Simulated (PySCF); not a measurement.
C2H4NO (SMILES [CH2]C(N)=O), doublet, geometry from GFN2-xTB, with bond 8-3 at 2.0 times its length; HF/def2-SVP in PySCF.

PySCF was given this input:
```python
from pyscf import gto, scf

mol = gto.Mole()
mol.atom = '''
    O     0.26454729    1.29773969    0.28038356
    C    -0.00493724    0.12821280    0.02873673
    N     0.98714613   -0.78717018   -0.20832170
    C    -1.33891368   -0.38189073   -0.04047884
    H     0.79601498   -1.74930651   -0.41636310
    H    -1.54281494   -1.41283947   -0.26342944
    H    -2.15856718    0.28838609    0.13621077
    H     2.89699675   -0.16462744   -0.13324270
'''
mol.basis = 'def2-svp'
mol.spin = 1
mol.verbose = 4
mol.build()

mf = scf.UHF(mol)
mf.diis_space = 12
mf.kernel()
mf.analyze()
```

The log (banner, timings and long lists left out):

```
PySCF version 2.14.0

[INPUT] verbose = 4
[INPUT] num. atoms = 8
[INPUT] num. electrons = 31
[INPUT] charge = 0
[INPUT] spin (= nelec alpha-beta = 2S) = 1
[INPUT] symmetry False subgroup None
[INPUT] Mole.unit = angstrom
[INPUT] Symbol           X                Y                Z      unit          X                Y                Z       unit  Magmom
[INPUT]  1 O      0.264547290000   1.297739690000   0.280383560000 AA    0.499921925096   2.452372595078   0.529848138231 Bohr   0.0
[INPUT]  2 C     -0.004937240000   0.128212800000   0.028736730000 AA   -0.009330031411   0.242287077664   0.054304549416 Bohr   0.0
[INPUT]  3 N      0.987146130000  -0.787170180000  -0.208321700000 AA    1.865435830624  -1.487536053625  -0.393670958804 Bohr   0.0
[INPUT]  4 C     -1.338913680000  -0.381890730000  -0.040478840000 AA   -2.530180159634  -0.721668889210  -0.076493921440 Bohr   0.0
[INPUT]  5 H      0.796014980000  -1.749306510000  -0.416363100000 AA    1.504250303251  -3.305710211819  -0.786812227375 Bohr   0.0
[INPUT]  6 H     -1.542814940000  -1.412839470000  -0.263429440000 AA   -2.915497697487  -2.669879656276  -0.497809494748 Bohr   0.0
[INPUT]  7 H     -2.158567180000   0.288386090000   0.136210770000 AA   -4.079100791675   0.544970728234   0.257401050516 Bohr   0.0
[INPUT]  8 H      2.896996750000  -0.164627440000  -0.133242700000 AA    5.474530441255  -0.311100774188  -0.251792211098 Bohr   0.0

nuclear repulsion = 111.771243195571
number of shells = 36
number of NR pGTOs = 124
number of NR cGTOs = 76
basis = def2-svp
ecp = {}

******** <class 'pyscf.scf.uhf.UHF'> ********
method = UHF
initial guess = minao
damping factor = 0
level_shift factor = 0
DIIS = <class 'pyscf.scf.diis.CDIIS'>
diis_start_cycle = 1
diis_space = 12
diis_damp = 0
SCF conv_tol = 1e-09
SCF conv_tol_grad = None
SCF max_cycles = 50
direct_scf = True
direct_scf_tol = 1e-13
number electrons alpha = 16  beta = 15
Set gradient conv threshold to 3.16228e-05
init E= -207.38002846994

cycle= 1 E= -206.797505581369  delta_E= 0.583  |g|= 0.553  |ddm|= 1.97
cycle= 2 E= -206.88563807377  delta_E= -0.0881  |g|= 0.442  |ddm|= 1.03
cycle= 3 E= -206.962972981735  delta_E= -0.0773  |g|= 0.0758  |ddm|= 0.481
cycle= 4 E= -206.970042168371  delta_E= -0.00707  |g|= 0.0436  |ddm|= 0.123
cycle= 5 E= -206.972615694275  delta_E= -0.00257  |g|= 0.0233  |ddm|= 0.0656
cycle= 6 E= -206.974688009379  delta_E= -0.00207  |g|= 0.0199  |ddm|= 0.0724
cycle= 7 E= -206.975652369358  delta_E= -0.000964  |g|= 0.022  |ddm|= 0.0268
cycle= 8 E= -206.973837490728  delta_E= 0.00181  |g|= 0.0141  |ddm|= 0.0643
cycle= 9 E= -206.974030494712  delta_E= -0.000193  |g|= 0.0102  |ddm|= 0.0409
cycle= 10 E= -206.974454714758  delta_E= -0.000424  |g|= 0.00766  |ddm|= 0.0404
cycle= 11 E= -206.97489351894  delta_E= -0.000439  |g|= 0.00515  |ddm|= 0.0533
cycle= 12 E= -206.975116933154  delta_E= -0.000223  |g|= 0.00295  |ddm|= 0.0462
cycle= 13 E= -206.975167848675  delta_E= -5.09e-05  |g|= 0.00152  |ddm|= 0.0232
cycle= 14 E= -206.975178398074  delta_E= -1.05e-05  |g|= 0.000447  |ddm|= 0.0107
cycle= 15 E= -206.975179342594  delta_E= -9.45e-07  |g|= 0.000188  |ddm|= 0.00381
cycle= 16 E= -206.97517937775  delta_E= -3.52e-08  |g|= 7.73e-05  |ddm|= 0.000691
cycle= 17 E= -206.975179383569  delta_E= -5.82e-09  |g|= 2.38e-05  |ddm|= 0.000264
cycle= 18 E= -206.975179384929  delta_E= -1.36e-09  |g|= 7.56e-06  |ddm|= 0.000121
cycle= 19 E= -206.975179385038  delta_E= -1.09e-10  |g|= 3.36e-06  |ddm|= 2.45e-05
Extra cycle  E= -206.975179385046  delta_E= -7.73e-12  |g|= 1.98e-06  |ddm|= 4.96e-06
converged SCF energy = -206.975179385046  <S^2> = 0.80090698  2S+1 = 2.0502751
**** SCF Summaries ****
Total Energy =                        -206.975179385045521
Nuclear Repulsion Energy =             111.771243195570506
One-electron Energy =                 -503.668403373400622
Two-electron Energy =                  184.921980792784609
Two-electron Coulomb Energy =          211.324947792972978
DFT Exchange-Correlation Energy =      -26.402967000188369
**** MO energy ****
                             alpha | beta                alpha | beta
MO #1   energy= -20.5167133171677  | -20.5035074826941  occ= 1 | 1
MO #2   energy= -15.6045835134474  | -15.6052579021572  occ= 1 | 1
MO #3   energy= -11.3419387211398  | -11.3487104669732  occ= 1 | 1
MO #4   energy= -11.2700594959453  | -11.2465020567013  occ= 1 | 1
MO #5   energy= -1.36351367383377  | -1.34150875155764  occ= 1 | 1
MO #6   energy= -1.15701747040962  | -1.14946304548625  occ= 1 | 1
MO #7   energy= -1.00250080681032  | -0.933987159440001 occ= 1 | 1
MO #8   energy= -0.770949365217724 | -0.765268707214847 occ= 1 | 1
MO #9   energy= -0.692216370300018 | -0.680815068384151 occ= 1 | 1
MO #10  energy= -0.640155286830367 | -0.625310024143213 occ= 1 | 1
MO #11  energy= -0.593556690407023 | -0.580591107741872 occ= 1 | 1
MO #12  energy= -0.592311412927071 | -0.550182756245719 occ= 1 | 1
MO #13  energy= -0.450596030989807 | -0.448180596886372 occ= 1 | 1
MO #14  energy= -0.432734703904872 | -0.418490469065886 occ= 1 | 1
MO #15  energy= -0.429349875968396 | -0.370589186448802 occ= 1 | 1
MO #16  energy= -0.397882048535462 | -0.0199005824067475 occ= 1 | 0
MO #17  energy= -0.0200585016893067 | 0.0722795733244324 occ= 0 | 0
MO #18  energy= 0.182715345043349  | 0.187733819595823  occ= 0 | 0
MO #19  energy= 0.233812183043606  | 0.242700844155568  occ= 0 | 0
MO #20  energy= 0.246804321817221  | 0.26338398025921   occ= 0 | 0
MO #21  energy= 0.258771866549031  | 0.291684381209696  occ= 0 | 0
MO #22  energy= 0.406823683101507  | 0.404198222934057  occ= 0 | 0
MO #23  energy= 0.426021698175262  | 0.434102116842008  occ= 0 | 0
MO #24  energy= 0.511068104311996  | 0.520595825993483  occ= 0 | 0

To work with the spin densities directly, `use mulliken_meta_spin()` only printing them here.

 ** Mulliken spin pop alpha/beta on meta-lowdin orthogonal AOs **
 ** Mulliken Spin Density (per AO)  **
spin_pop of  0 O 1s       -0.00000
spin_pop of  0 O 2s        0.00895
spin_pop of  0 O 3s       -0.00041
spin_pop of  0 O 2px       0.00314
spin_pop of  0 O 2py       0.02056
spin_pop of  0 O 2pz       0.24079
spin_pop of  0 O 3px      -0.00037
spin_pop of  0 O 3py       0.00003
spin_pop of  0 O 3pz      -0.00033
spin_pop of  0 O 3dxy      0.00003
spin_pop of  0 O 3dyz     -0.00010
spin_pop of  0 O 3dz^2     0.00001
spin_pop of  0 O 3dxz     -0.00003
spin_pop of  0 O 3dx2-y2    0.00002
spin_pop of  1 C 1s        0.00000
spin_pop of  1 C 2s       -0.02413
spin_pop of  1 C 3s        0.00002
spin_pop of  1 C 2px      -0.02401
spin_pop of  1 C 2py      -0.01921
spin_pop of  1 C 2pz      -0.12628
spin_pop of  1 C 3px      -0.00066
spin_pop of  1 C 3py      -0.00030
spin_pop of  1 C 3pz       0.00021
spin_pop of  1 C 3dxy     -0.00014
spin_pop of  1 C 3dyz     -0.00011
spin_pop of  1 C 3dz^2     0.00007
spin_pop of  1 C 3dxz      0.00111
spin_pop of  1 C 3dx2-y2   -0.00010
spin_pop of  2 N 1s       -0.00000
spin_pop of  2 N 2s       -0.00265
spin_pop of  2 N 3s       -0.00011
spin_pop of  2 N 2px      -0.00080
spin_pop of  2 N 2py      -0.00051
spin_pop of  2 N 2pz      -0.00553
spin_pop of  2 N 3px       0.00010
spin_pop of  2 N 3py      -0.00010
spin_pop of  2 N 3pz      -0.00104
spin_pop of  2 N 3dxy      0.00001
spin_pop of  2 N 3dyz     -0.00001
spin_pop of  2 N 3dz^2     0.00001
spin_pop of  2 N 3dxz      0.00005
spin_pop of  2 N 3dx2-y2   -0.00000
spin_pop of  3 C 1s       -0.00001
spin_pop of  3 C 2s        0.06940
spin_pop of  3 C 3s       -0.00170
spin_pop of  3 C 2px       0.03613
spin_pop of  3 C 2py       0.07668
spin_pop of  3 C 2pz       0.83845
spin_pop of  3 C 3px      -0.00026
spin_pop of  3 C 3py      -0.00018
spin_pop of  3 C 3pz       0.00566
spin_pop of  3 C 3dxy      0.00000
spin_pop of  3 C 3dyz     -0.00027
spin_pop of  3 C 3dz^2    -0.00160
spin_pop of  3 C 3dxz      0.00013
spin_pop of  3 C 3dx2-y2   -0.00001
spin_pop of  4 H 1s        0.00030
spin_pop of  4 H 2s        0.00000
spin_pop of  4 H 2px       0.00000
spin_pop of  4 H 2py      -0.00001
spin_pop of  4 H 2pz      -0.00016
spin_pop of  5 H 1s       -0.04682
spin_pop of  5 H 2s        0.00002
spin_pop of  5 H 2px       0.00001
spin_pop of  5 H 2py      -0.00009
spin_pop of  5 H 2pz       0.00037
spin_pop of  6 H 1s       -0.04605
spin_pop of  6 H 2s       -0.00007
spin_pop of  6 H 2px      -0.00004
spin_pop of  6 H 2py      -0.00007
spin_pop of  6 H 2pz       0.00031
spin_pop of  7 H 1s        0.00186
spin_pop of  7 H 2s       -0.00019
spin_pop of  7 H 2px       0.00000
spin_pop of  7 H 2py      -0.00000
spin_pop of  7 H 2pz      -0.00000
 ** Mulliken Spin Density (per atom)  **
spin density of  0 O =      0.27230
spin density of  1 C =     -0.19354
spin density of  2 N =     -0.01058
spin density of  3 C =      1.02244
spin density of  4 H =      0.00014
spin density of  5 H =     -0.04650
spin density of  6 H =     -0.04592
spin density of  7 H =      0.00167
 ** Mulliken pop alpha/beta on meta-lowdin orthogonal AOs **
 ** Mulliken pop       alpha | beta **
In total            16.00000 | 15.00000
 ** Mulliken atomic charges   ( Nelec_alpha | Nelec_beta ) **
charge of  0O =     -0.53157  (     4.40194      4.12964 )
charge of  1C =      0.48027  (     2.66310      2.85664 )
charge of  2N =     -0.42459  (     3.70701      3.71758 )
charge of  3C =     -0.17027  (     3.59636      2.57392 )
charge of  4H =      0.22836  (     0.38589      0.38575 )
charge of  5H =      0.09981  (     0.42684      0.47335 )
charge of  6H =      0.12259  (     0.41574      0.46167 )
charge of  7H =      0.19540  (     0.40313      0.40146 )
Dipole moment(X, Y, Z, Debye):  0.30443, -3.65399, -0.82444
```
